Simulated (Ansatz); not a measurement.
Molecule: ZnH, net charge 1, singlet state. SMILES: [ZnH+]
Geometry: optimised at B3LYP-D3(BJ)/def2-TZVP (Ansatz, an electronic-structure program).

Property: vertical electron affinity (to the doublet state of charge +0; a negative value means that the extra electron is unbound and the number depends on the basis; each state is the SCF solution reached for its spin), in eV. Correlated levels leave the core frozen unless marked. UHF or UKS for open shells. Spin-orbit coupling is left out. Frozen are the shells of the preceding noble gas and the d and f shells that filled before the atom's block. No relativistic terms. Basis-set limits of correlation are two-point, X^-3; Hartree-Fock from the larger set.

```tsv
level	program	vertical electron affinity (eV)	minus last row
PBE0/def2-TZVPD	Ansatz	7.81	0.04
wB97M-V/def2-TZVPD	Ansatz	7.70	-0.07
wB97X/def2-TZVPD	Ansatz	7.72	-0.05
CCSD/def2-TZVPPD	Ansatz	7.61	-0.16
CCSD(T)/def2-SVPD	Ansatz	7.43	-0.34
CCSD(T)/def2-TZVPPD	Ansatz	7.64	-0.13
CCSD(T)/CBS(def2-TZVPPD,def2-QZVPPD)	Ansatz	7.77	0.00
```
